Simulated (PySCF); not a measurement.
## Atomic charges by several schemes

Compound: [Cu(CN)2]-, C₂CuN₂ (charge -1 and singlet state).
Cartesian coordinates in Å at the PBE0-D3(BJ)/def2-SVP level; atoms count from 1:
```
atom  x, y, z in Å
Cu1    0.0029    0.0022    0.0000
C2     0.0033    0.0108    1.8852
N3    -0.0030    0.0149    3.0530
C4    -0.0001   -0.0092   -1.8852
N5    -0.0030   -0.0188   -3.0530
```

Density: PBE0/pcSseg-1 (pcSseg-2 on Cu) (PySCF); schemes: Mulliken, IAO, Hirshfeld and ESP-fitted. Geometry: PBE0-D3(BJ)/def2-SVP; no solvent, vibrations or thermal averaging. The pcSseg-1 basis has no diffuse functions, a weakness for an anion.

Task: Atoms with like bonding are taken together and averaged. Do the Mulliken, IAO, Hirshfeld and ESP-fitted schemes agree on where the charge is lowest?

Result: All schemes agree: Mulliken N3/N5 (-0.334); IAO N3/N5 (-0.373); Hirshfeld N3/N5 (-0.362); ESP-fitted N3/N5 (-0.520).

Task: Which atoms carry the highest charge in the Mulliken, IAO, Hirshfeld and ESP-fitted schemes?

Result: All schemes agree: Mulliken Cu1 (-0.044); IAO Cu1 (+0.473); Hirshfeld Cu1 (+0.158); ESP-fitted Cu1 (+0.087).

Task: At which atom do the 4 schemes differ most?

Result: At Cu1: from -0.044 (Mulliken) to +0.473 e (IAO), 0.517 e apart.

Task: Tabulate the Mulliken, IAO, Hirshfeld and ESP-fitted charges.

Result: In e; atoms taken as equivalent share a row and are averaged (×n: the atom named and its like, n in all):

| atom | environment | Mulliken | IAO | Hirshfeld | ESP-fitted |
| --- | --- | --- | --- | --- | --- |
| Cu1 | copper bonded to 2 C | -0.044 | +0.473 | +0.158 | +0.087 |
| C2/C4 | carbon bonded to Cu and N | -0.143 | -0.363 | -0.217 | -0.023 |
| N3/N5 | nitrogen bonded to C | -0.334 | -0.373 | -0.362 | -0.520 |

Mean size of the charges over all atoms: IAO 0.389 e, Hirshfeld 0.263 e, ESP-fitted 0.235 e, Mulliken 0.200 e. Each set sums to the total charge, -1, to within 0.001 e. The ESP scheme is a least-squares fit of atom-centred charges to the potential on four shells outside the van der Waals surface, with the total charge fixed. The Hirshfeld scheme weights the molecular density at each point by an atom's share of the summed free-atom densities.

Task: How many electrons does the Hirshfeld scheme count on N3?

Result: Its own charge is -0.362 e, so Z − q = 7.362.

Task: Sum the charges by element, for elements with more than one atom.

Result: 
| element | atoms | Mulliken | IAO | Hirshfeld | ESP-fitted |
| --- | --- | --- | --- | --- | --- |
| C | 2 | -0.287 | -0.726 | -0.434 | -0.046 |
| N | 2 | -0.669 | -0.747 | -0.724 | -1.040 |
